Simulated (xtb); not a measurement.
C3F5 (SMILES F[C](F)C(F)=C(F)F), doublet, geometry from GFN2-xTB; GFN-FF run with xtb 6.7.1.

Input for xtb:
```
$ xtb mol.xyz --gfnff --uhf 1 --json

# file mol.xyz
8

F      2.31105681    -0.60630354     0.44802213
C      1.21661307    -0.19266073    -0.15737279
F      1.43520919     0.16637079    -1.40914534
C     -0.02232275    -0.14002458     0.44908467
F     -0.08594854    -0.53913187     1.72909540
C     -1.20234980     0.28213038    -0.12957288
F     -1.29668040     0.70258278    -1.37774912
F     -2.35826408     0.31018513     0.50168426
```

What the program printed (banner, timings and long lists left out):

```
   ID    Z sym.   atoms
    1    9 F      1, 3, 5, 7, 8
    2    6 C      2, 4, 6

           -------------------------------------------------
          |                Calculation Setup                |
           -------------------------------------------------

          ==================== Thresholds ====================
          CN  :   150.00000
          rep :   500.00000
          disp:  2500.00000
          HB1 :   250.00000
          HB2 :   450.00000

          Pauling EN used:
          Z : 6  EN :  2.55
          Z : 9  EN :  3.98
          electric field strengths (au): 0.000

           -------------------------------------------------
          |           Force Field Initialization            |
           -------------------------------------------------

          distances ...
          ----------------------------------------
          generating topology and atomic info file ...
          pair mat ...
          computing topology distances matrix with Floyd-Warshall algo ...
          making topology EEQ charges ...
          #fragments for EEQ constrain: 1
          ----------------------------------------
          generating topology and atomic info file ...
          pair mat ...
          computing topology distances matrix with Floyd-Warshall algo ...
          making topology EEQ charges ...
          #fragments for EEQ constrain: 1
          rings ...
          # BATM   24
          # H in HB   0
          doing iterative Hueckel for 1 subsystem(s) ...
WARNING: probably wrong pi occupation for system 1. Second attempt with Nel=Nel-1!
 at,nb,topo%hyb,Npiel:           1 F              1           0           2
 at,nb,topo%hyb,Npiel:           2 C              3           2           1
 at,nb,topo%hyb,Npiel:           3 F              1           0           2
 at,nb,topo%hyb,Npiel:           4 C              3           2           1
 at,nb,topo%hyb,Npiel:           5 F              1           0           2
 at,nb,topo%hyb,Npiel:           6 C              3           2           1
 at,nb,topo%hyb,Npiel:           7 F              1           0           2
 at,nb,topo%hyb,Npiel:           8 F              1           0           2

          eigenvalues
 #    :           1          2          3          4          5          6          7          8
 occ. :        2.000      1.997      1.989      1.983      1.983      1.937      0.111      0.000
 eps  :        -4.487     -2.753     -2.318     -2.159     -2.159     -1.700      0.459      3.961

  atom   neighbors  erfCN metchar sp-hybrid imet pi  qest     coordinates
    1  F       1    0.98   0.00         0    0    1  -0.110    4.367264   -1.145748    0.846639
    2  C       3    2.80   0.00         2    0    1   0.206    2.299066   -0.364076   -0.297391
    3  F       1    0.98   0.00         0    0    1  -0.110    2.712152    0.314395   -2.662899
    4  C       3    2.79   0.00         2    0    1   0.137   -0.042184   -0.264608    0.848647
    5  F       1    0.99   0.00         0    0    1  -0.109   -0.162419   -1.018812    3.267517
    6  C       3    2.80   0.00         2    0    1   0.206   -2.272112    0.533149   -0.244857
    7  F       1    0.98   0.00         0    0    1  -0.110   -2.450371    1.327689   -2.603569
    8  F       1    0.98   0.00         0    0    1  -0.110   -4.456473    0.586165    0.948046

          #atoms :   8
          #bonds :   7
          #angl  :   9
          #tors  :   11
          #nmol  :   1
          #optfrag :   1
           -------------------------------------------------
          |                   G F N - F F                   |
          |          A general generic force-field          |
          |                  Version 1.0.3                  |
           -------------------------------------------------
          Number of HB bonds (bound hydrogen)     0
          Number of HB bonds (unbound hydrogen)   0
          Number of XB bonds                      0

         :::::::::::::::::::::::::::::::::::::::::::::::::::::
         ::                     SUMMARY                     ::
         :::::::::::::::::::::::::::::::::::::::::::::::::::::
         :: total energy              -1.158529043828 Eh    ::
         :: gradient norm              0.042995299220 Eh/a0 ::
         ::.................................................::
         :: bond energy               -1.175330095149 Eh    ::
         :: angle energy               0.004770470807 Eh    ::
         :: torsion energy             0.000000000000 Eh    ::
         :: repulsion energy           0.064640932568 Eh    ::
         :: electrostat energy        -0.048442255861 Eh    ::
         :: dispersion energy         -0.002900044705 Eh    ::
         :: HB energy                  0.000000000000 Eh    ::
         :: XB energy                  0.000000000000 Eh    ::
         :: bonded atm energy         -0.001268051488 Eh    ::
         :: external energy            0.000000000000 Eh    ::
         :: add. restraining           0.000000000000 Eh    ::
         :: total charge              -0.000000000000 e     ::
         :::::::::::::::::::::::::::::::::::::::::::::::::::::

           -------------------------------------------------
          |                Property Printout                |
           -------------------------------------------------

molecular dipole:
                 x           y           z       tot (Debye)
 q only:       -0.004      -0.027       0.085       0.227

           -------------------------------------------------
          | TOTAL ENERGY               -1.158529043828 Eh   |
          | GRADIENT NORM               0.042995299220 Eh/α |
           -------------------------------------------------
########################################################################
[WARNING] Runtime exception occurred
-1- gfnff_setup: Could not read topology file.
########################################################################

normal termination of xtb
```
